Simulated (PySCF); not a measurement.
B3LYP has the VWN-RPA correlation part, as in Gaussian. Delta-SCF ions had no search for a lower state. 

Species: C₂H₇In, SMILES `[InH]([CH3])[CH3]` (charge 0, multiplicity 1).

Task: Predict the vertical ionisation energy (Delta-SCF), HOMO–LUMO gap and HOMO from B3LYP-D3(BJ)/def2-TZVP // M06-2X/def2-TZVP run with PySCF 2.14.0.

Result: 
```
Quantity                                   Value
--------------------------------------  --------
vertical ionisation energy (Delta-SCF)   9.13 eV
HOMO–LUMO gap                            5.45 eV
HOMO                                    -6.97 eV
```
